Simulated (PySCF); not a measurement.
## Simulated absorption spectrum

Compound: C6H10F2.
SMILES with atom numbers: `[CH3:1]/[CH:2]=[C:3](/[CH3:4])[CH2:5][CH:6]([F:7])[F:8]` (hydrogens: H9, H10, H11 on C1; H12 on C2; H13, H14, H15 on C4; H16, H17 on C5; H18 on C6)

Level of theory: TDDFT PBE0/def2-SVPD, vertical, gas phase, core orbitals frozen in the response (PySCF 2.14.0, density-fitted response routines). Geometry: GFN2-xTB, one conformer, isolated molecule. Torsions of this conformer, `[CH3:1]/[CH:2]=[C:3](/[CH3:4])[CH2:5][CH:6]([F:7])[F:8]`: C2–C3–C5–C6 82°, C3–C5–C6–F7 -173°.

Computed states:

| state | E (eV) | f |
| --- | --- | --- |
| S1 | 6.57 | 0.020 |
| S2 | 7.06 | 0.322 |
| S3 | 7.14 | 0.043 |
| S4 | 7.55 | 0.054 |
| S5 | 7.66 | 0.0016 |
| S6 | 7.90 | 0.0060 |

Each state is given a Gaussian of 0.3 eV full width at half maximum, with ε(max) = 2.175×10⁸ f / Δν̃ (Δν̃ the width in cm⁻¹). The cross-section is σ = 3.8235×10⁻²¹ ε cm², given in Mb (10⁻¹⁸ cm²). The width is an assumption, not a result. The curve ends short of the highest state used, and states not computed would add to its high-energy end.

Problem. What does the envelope look like, and where are its maxima?

Solution. 
(E (eV), σ (Mb)): (6.12, 0.01), (6.14, 0.02), (6.16, 0.04), (6.18, 0.07), (6.20, 0.10), (6.23, 0.20), (6.25, 0.30), (6.27, 0.44), (6.29, 0.63), (6.31, 0.87), (6.33, 1.19), (6.36, 1.80), (6.38, 2.30), (6.40, 2.86), (6.42, 3.48), (6.44, 4.13), (6.46, 4.79), (6.48, 5.41), (6.51, 6.21), (6.53, 6.60), (6.55, 6.86), (6.57, 6.97), (6.59, 6.93), (6.61, 6.78), (6.63, 6.54), (6.66, 6.19), (6.68, 6.08), (6.70, 6.21), (6.72, 6.72), (6.74, 7.77), (6.76, 9.53), (6.78, 12.18), (6.81, 18.21), (6.83, 23.81), (6.85, 30.78), (6.87, 39.12), (6.89, 48.73), (6.91, 59.37), (6.93, 70.70), (6.96, 87.90), (6.98, 98.66), (7.00, 108.11), (7.02, 115.67), (7.04, 120.84), (7.06, 123.27), (7.08, 122.79), (7.11, 116.76), (7.13, 109.64), (7.15, 100.58), (7.17, 90.17), (7.19, 79.04), (7.21, 67.79), (7.24, 51.87), (7.26, 42.48), (7.28, 34.40), (7.30, 27.76)

Maxima: 189 nm (6.58 eV), ε about 1800, made up of S1 (99%); 175 nm (7.07 eV), ε about 32000, made up of S2 (90%) and S3 (10%) (ε in L mol⁻¹ cm⁻¹; maxima over ε = 5, shares over 10%).

Problem. On this curve, what absorbance would a 10⁻⁴ mol/L sample give at 193 nm over a 1 cm path?

Solution. 193 nm is 6.424 eV, where ε is about 940 L mol⁻¹ cm⁻¹, so A = ε c l ≈ 0.094 (Beer–Lambert, with the gas-phase spectrum and the assumed width).

Problem. Coming from long wavelengths, where does ε first pass 100 L mol⁻¹ cm⁻¹?

Solution. At about 198 nm (6.26 eV), 0.31 eV below S1.

Problem. What would ε be at 7.07 eV, the highest of these maxima, with half the width (0.15 eV)?

Solution. About 61600 L mol⁻¹ cm⁻¹ against 32300, a factor of about 1.9; a lone state at its own centre would give exactly 2.

On Intel Xeon Platinum 8488C, one thread, no GPU, shared host, this took 44 s and 0.95 GiB of memory at its peak.
